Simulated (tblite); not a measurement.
Record of a relaxation.

C4H9Ge (doublet state).
Numbering: `[CH:1]1[CH2:2][CH2:3][CH2:4][GeH2:5]1` (hydrogens: H6 on C1; H7, H8 on C2; H9, H10 on C3; H11, H12 on C4; H13, H14 on Ge5)

Computed with GFN2-xTB (tblite), gas phase: L-BFGS steps from a force-field or distance-geometry start until the largest atomic force falls under 0.01 eV/Å. 8 of its 83 geometries are shown.

Step 0: E = -406.7537 eV, largest atomic force 3.709 eV/Å
```
atom  x, y, z in Å  |  force x, y, z in eV/Å
C1     -0.155   -1.537   -0.526    0.394   1.522  -0.416
C2     -1.076   -0.696    0.316   -1.069  -2.553   0.549
C3     -0.874    0.740    0.080   -2.105   2.864   1.059
C4      0.552    1.143    0.009    1.645   0.194  -1.055
Ge5     1.486   -0.582   -0.064    0.912  -0.836  -0.044
H6     -0.362   -1.460   -1.608   -0.171  -0.542   0.516
H7     -2.137   -0.939    0.100    0.369  -0.090   0.437
H8     -0.823   -0.915    1.399   -0.482   0.110  -0.940
H9     -1.478    1.158   -0.767    0.532  -0.599   0.364
H10    -1.293    1.266    0.988   -0.073  -0.312  -0.727
H11     0.740    1.614   -0.977    0.090   0.330   0.724
H12     0.901    1.766    0.840   -0.217   0.082  -0.465
H13     1.968   -0.911    1.352    0.152  -0.107  -0.420
H14     2.549   -0.648   -1.165    0.023  -0.063   0.418
```

Step 12: E = -407.3642 eV, largest atomic force 0.266 eV/Å
```
atom  x, y, z in Å  |  force x, y, z in eV/Å
C1     -0.135   -1.398   -0.557   -0.047  -0.010   0.051
C2     -1.126   -0.719    0.318   -0.007   0.264  -0.035
C3     -0.924    0.819    0.142    0.102  -0.025  -0.008
C4      0.579    1.187    0.012   -0.045  -0.122  -0.024
Ge5     1.541   -0.569   -0.120   -0.045   0.122  -0.007
H6     -0.447   -1.687   -1.549    0.024  -0.161   0.108
H7     -2.160   -0.997    0.106    0.034   0.069  -0.061
H8     -0.920   -0.973    1.366    0.041   0.073  -0.058
H9     -1.457    1.123   -0.766    0.109  -0.037   0.088
H10    -1.375    1.362    0.977    0.004  -0.130  -0.024
H11     0.740    1.733   -0.921   -0.001   0.070   0.142
H12     0.928    1.825    0.827   -0.134  -0.132  -0.090
H13     2.067   -1.007    1.221   -0.027  -0.031   0.010
H14     2.687   -0.699   -1.079   -0.008   0.049  -0.092
```

Step 23: E = -407.4573 eV, largest atomic force 0.835 eV/Å
```
atom  x, y, z in Å  |  force x, y, z in eV/Å
C1     -0.125   -1.402   -0.573   -0.169   0.521   0.630
C2     -1.132   -0.664    0.252   -0.106  -0.451   0.115
C3     -0.905    0.850    0.106   -0.126   0.240   0.132
C4      0.597    1.210    0.054   -0.042  -0.083  -0.052
Ge5     1.541   -0.546   -0.194   -0.205   0.326  -0.132
H6     -0.426   -2.125   -1.287   -0.118  -0.357  -0.262
H7     -2.180   -0.936    0.040    0.360   0.112  -0.117
H8     -0.972   -0.904    1.324    0.060  -0.011  -0.310
H9     -1.419    1.184   -0.802    0.184  -0.011   0.083
H10    -1.387    1.347    0.957    0.053   0.037  -0.188
H11     0.781    1.889   -0.790    0.029  -0.145   0.248
H12     0.909    1.733    0.964   -0.063  -0.120  -0.180
H13     2.064   -1.036    1.128    0.158  -0.014   0.030
H14     2.653   -0.600   -1.203   -0.015  -0.043   0.005
```

Step 35: E = -407.5634 eV, largest atomic force 0.348 eV/Å
```
atom  x, y, z in Å  |  force x, y, z in eV/Å
C1     -0.155   -1.383   -0.555    0.121  -0.326  -0.004
C2     -1.177   -0.621    0.198    0.022  -0.067  -0.008
C3     -0.905    0.887    0.079   -0.049  -0.131  -0.037
C4      0.600    1.199    0.134   -0.126  -0.011   0.060
Ge5     1.525   -0.508   -0.285    0.094   0.057  -0.041
H6     -0.369   -2.411   -0.820    0.054   0.199  -0.018
H7     -2.191   -0.869   -0.121   -0.057   0.045   0.007
H8     -1.085   -0.926    1.250   -0.135   0.117   0.081
H9     -1.307    1.218   -0.880    0.010   0.012  -0.012
H10    -1.449    1.414    0.865    0.031   0.050  -0.033
H11     0.823    1.990   -0.582    0.107   0.030   0.156
H12     0.875    1.549    1.131    0.029   0.042  -0.114
H13     2.254   -1.010    0.949    0.049  -0.021  -0.056
H14     2.560   -0.529   -1.386   -0.152   0.004   0.017
```

Step 47: E = -407.6780 eV, largest atomic force 0.257 eV/Å
```
atom  x, y, z in Å  |  force x, y, z in eV/Å
C1     -0.104   -1.454   -0.272    0.080  -0.047   0.036
C2     -1.230   -0.597    0.164    0.021  -0.055  -0.026
C3     -0.877    0.883   -0.019    0.007   0.182   0.040
C4      0.601    1.163    0.277    0.123  -0.065  -0.041
Ge5     1.531   -0.479   -0.355    0.122   0.152   0.158
H6     -0.231   -2.521   -0.278   -0.110  -0.085  -0.047
H7     -2.149   -0.838   -0.384    0.021  -0.007   0.018
H8     -1.459   -0.796    1.222    0.044   0.011  -0.006
H9     -1.105    1.178   -1.048    0.079  -0.068   0.023
H10    -1.507    1.477    0.640   -0.104   0.160  -0.002
H11     0.936    2.100   -0.181   -0.141  -0.206   0.063
H12     0.761    1.259    1.355   -0.052  -0.009  -0.084
H13     2.640   -0.958    0.561   -0.061  -0.005  -0.012
H14     2.191   -0.417   -1.703   -0.030   0.040  -0.120
```

Step 59: E = -407.7000 eV, largest atomic force 0.068 eV/Å
```
atom  x, y, z in Å  |  force x, y, z in eV/Å
C1     -0.087   -1.467   -0.212   -0.007   0.016  -0.007
C2     -1.221   -0.596    0.183    0.004   0.007  -0.018
C3     -0.862    0.882   -0.034   -0.019  -0.003   0.004
C4      0.605    1.149    0.307   -0.039  -0.003   0.024
Ge5     1.539   -0.471   -0.341   -0.010  -0.017  -0.014
H6     -0.269   -2.526   -0.279    0.054   0.004  -0.011
H7     -2.122   -0.857   -0.386   -0.024   0.028   0.057
H8     -1.469   -0.773    1.240    0.023   0.049  -0.033
H9     -1.022    1.123   -1.088    0.002  -0.038   0.000
H10    -1.521    1.522    0.556   -0.015   0.003  -0.017
H11     0.929    2.093   -0.129    0.029  -0.033  -0.003
H12     0.734    1.235    1.387   -0.020  -0.010   0.035
H13     2.680   -0.959    0.517   -0.001   0.006  -0.039
H14     2.086   -0.354   -1.744    0.024  -0.009   0.022
```

Step 70: E = -407.7078 eV, largest atomic force 0.045 eV/Å
```
atom  x, y, z in Å  |  force x, y, z in eV/Å
C1     -0.100   -1.465   -0.233    0.036   0.020   0.018
C2     -1.220   -0.593    0.203    0.009   0.018  -0.038
C3     -0.859    0.876   -0.055   -0.019   0.006  -0.028
C4      0.597    1.142    0.330   -0.040   0.012  -0.007
Ge5     1.531   -0.472   -0.335   -0.011   0.002  -0.004
H6     -0.266   -2.523   -0.330   -0.031   0.003   0.013
H7     -2.152   -0.855   -0.309   -0.010  -0.007   0.014
H8     -1.412   -0.737    1.276    0.027  -0.004  -0.009
H9     -0.977    1.076   -1.122   -0.011  -0.030  -0.019
H10    -1.542    1.538    0.482    0.017   0.000   0.020
H11     0.943    2.078   -0.103   -0.002   0.023   0.028
H12     0.690    1.226    1.413    0.025  -0.023   0.004
H13     2.687   -0.971    0.495    0.000  -0.017   0.010
H14     2.079   -0.321   -1.733    0.010  -0.002  -0.003
```

Step 82: E = -407.7097 eV, largest atomic force 0.009 eV/Å
```
atom  x, y, z in Å  |  force x, y, z in eV/Å
C1     -0.100   -1.460   -0.241   -0.002  -0.004   0.003
C2     -1.216   -0.588    0.203    0.000  -0.001   0.003
C3     -0.861    0.878   -0.068    0.003  -0.002   0.000
C4      0.591    1.141    0.330    0.005  -0.005   0.004
Ge5     1.531   -0.468   -0.342   -0.001   0.003  -0.003
H6     -0.273   -2.519   -0.324    0.002   0.003  -0.002
H7     -2.158   -0.859   -0.286   -0.001  -0.001   0.004
H8     -1.381   -0.723    1.282   -0.004  -0.002  -0.003
H9     -0.974    1.065   -1.139    0.004   0.001  -0.008
H10    -1.546    1.544    0.461    0.000   0.003   0.003
H11     0.941    2.089   -0.073   -0.003   0.002   0.000
H12     0.677    1.196    1.417    0.000   0.002   0.003
H13     2.679   -0.981    0.494   -0.007   0.005  -0.002
H14     2.087   -0.315   -1.737    0.004  -0.004  -0.003
```

Q: Summarise the path.

A: The energy falls by 22.05 kcal/mol from step 0 to step 82; nine tenths of that is first reached at step 41. It falls at every step. The largest force goes from 3.709 to 0.009 eV/Å. Among the bonds C2–C3 changes most, from 1.469 to 1.533 Å; the atoms move by 0.764 Å rms after alignment.

Q: Follow the three bonds and two angles with the largest change from start to end.

A: 
| step | E above end (kcal/mol) | largest force (eV/Å) | C2–C3 (Å) | C3–C4 (Å) | C1–Ge5 (Å) | Ge5–C1–H6 (°) | C2–C1–Ge5 (°) |
| --- | --- | --- | --- | --- | --- | --- | --- |
| 0 | 22.05 | 3.709 | 1.469 | 1.483 | 1.954 | 110.8 | 96.2 |
| 4 | 10.79 | 0.514 | 1.557 | 1.548 | 1.909 | 119.0 | 104.3 |
| 7 | 9.23 | 0.494 | 1.535 | 1.543 | 1.921 | 121.8 | 104.3 |
| 11 | 8.14 | 0.350 | 1.564 | 1.553 | 1.925 | 124.4 | 104.4 |
| 14 | 7.62 | 0.215 | 1.546 | 1.547 | 1.914 | 126.9 | 104.6 |
| 18 | 6.85 | 0.275 | 1.545 | 1.535 | 1.923 | 129.6 | 104.7 |
| 21 | 6.12 | 0.274 | 1.546 | 1.542 | 1.919 | 132.4 | 105.0 |
| 25 | 5.21 | 0.325 | 1.543 | 1.541 | 1.915 | 133.3 | 105.1 |
| 29 | 4.47 | 0.171 | 1.547 | 1.540 | 1.906 | 132.4 | 105.3 |
| 32 | 4.06 | 0.278 | 1.544 | 1.539 | 1.907 | 131.7 | 105.9 |
| 36 | 3.14 | 0.263 | 1.533 | 1.537 | 1.915 | 129.4 | 107.9 |
| 39 | 2.52 | 0.313 | 1.528 | 1.531 | 1.923 | 127.8 | 108.9 |
| 43 | 1.41 | 0.499 | 1.542 | 1.534 | 1.923 | 127.1 | 109.9 |
| 46 | 0.94 | 0.361 | 1.534 | 1.533 | 1.901 | 127.3 | 111.5 |
| 50 | 0.46 | 0.143 | 1.537 | 1.531 | 1.911 | 129.0 | 111.8 |
| 53 | 0.36 | 0.078 | 1.536 | 1.530 | 1.908 | 129.4 | 111.7 |
| 57 | 0.26 | 0.079 | 1.534 | 1.529 | 1.909 | 130.3 | 111.3 |
| 61 | 0.18 | 0.086 | 1.536 | 1.531 | 1.912 | 130.5 | 111.2 |
| 64 | 0.12 | 0.057 | 1.533 | 1.529 | 1.911 | 130.2 | 110.9 |
| 68 | 0.07 | 0.051 | 1.535 | 1.529 | 1.912 | 129.7 | 110.7 |
| 71 | 0.04 | 0.043 | 1.534 | 1.528 | 1.912 | 129.7 | 110.7 |
| 75 | 0.01 | 0.027 | 1.533 | 1.528 | 1.912 | 130.1 | 110.6 |
| 78 | 0.00 | 0.021 | 1.533 | 1.529 | 1.912 | 130.0 | 110.6 |
| 82 | 0.00 | 0.009 | 1.533 | 1.528 | 1.912 | 130.0 | 110.6 |

The cost below is that of the whole relaxation. Time: 1.2 s of wall time. Hardware: one thread of an Intel Xeon at 2.50 GHz, on a shared host.
